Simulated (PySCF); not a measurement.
SiHBr, SMILES Br[SiH] (connectivity only; charge and spin as stated), neutral, multiplicity 1. The structure is a stationary point at B3LYP-D3(BJ)/def2-TZVP.

PySCF 2.14.0 with TDA-B3LYP/def2-TZVPD puts the lowest singlet excitations at 2.67, 4.33, 4.92, 5.35, 5.40, 6.08 eV.

Question: What are the lowest excitation roots from ADC(2)/aug-cc-pVDZ (PySCF)? (Estimate from the structure and the level; the computed values follow.)

Answer: 2.69, 4.72, 5.04, 5.53, 5.94, 6.23 eV. S1 differs by 0.02 eV (second minus first; roots are paired by order, and the bases may differ).
